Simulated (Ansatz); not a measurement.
Born–Oppenheimer molecular dynamics of FGeH$_{5}$S (8 atoms, charge 0, multiplicity 1). It starts at the highest image of a converged band, a first-order saddle point between two minima.

All numbers below come from RKS B3LYP/def2-SVP (Ansatz).

```json
{
  "ensemble": "NVE (velocity Verlet)",
  "time step": "0.5 fs",
  "steps asked": "200",
  "starting velocities drawn for": "100 K",
  "seed": "5430"
}
```

First frame:

```xyz
8
Properties=species:S:1:pos:R:3
Ge -0.191 0.066 -0.220
F -0.156 -0.150 1.863
H 1.332 -0.106 -0.001
H -0.428 1.484 -0.765
H -0.651 -1.111 -1.099
S -2.607 0.159 0.859
H -2.829 -1.171 0.739
H -1.260 -0.044 1.848
```

(1) How far do the bonds stretch over the last three quarters of this one trajectory? (Pairs bonded in most of those frames.)

## Answers

(1) 
| bond | mean (Å) | spread (Å) | shortest | longest |
| --- | --- | --- | --- | --- |
| Ge1–F2 | 1.815 | 0.124 | 1.62 | 2.05 |
| Ge1–H3 | 1.550 | 0.018 | 1.52 | 1.58 |
| Ge1–H4 | 1.535 | 0.004 | 1.52 | 1.54 |
| Ge1–H5 | 1.539 | 0.005 | 1.53 | 1.55 |
| S6–H7 | 1.353 | 0.007 | 1.34 | 1.36 |
| S6–H8 | 1.360 | 0.018 | 1.34 | 1.42 |

Pairs bonded in part of these frames only: Ge1–S6 26 %.

Mean temperature of the second half: 1359 K. The conserved energy stayed within 0.033 meV per atom of its start (net change 0.0071 meV per atom), so the integration is sound. The kinetic energy rose, since the run started high on the potential surface and went downhill. It ends in pieces (FGeH3 + H2S), so much of that is their flight and rotation, not heat. A run of 0.1 ps of so small a system gives no equilibrium averages. The orbitals stay closed-shell, which can raise the energy where a bond breaks towards radicals; this wasn't checked here.

Run time: 11 min on 2 threads of Arm Neoverse N1, with other jobs on the host, peak memory 0.18 GiB.
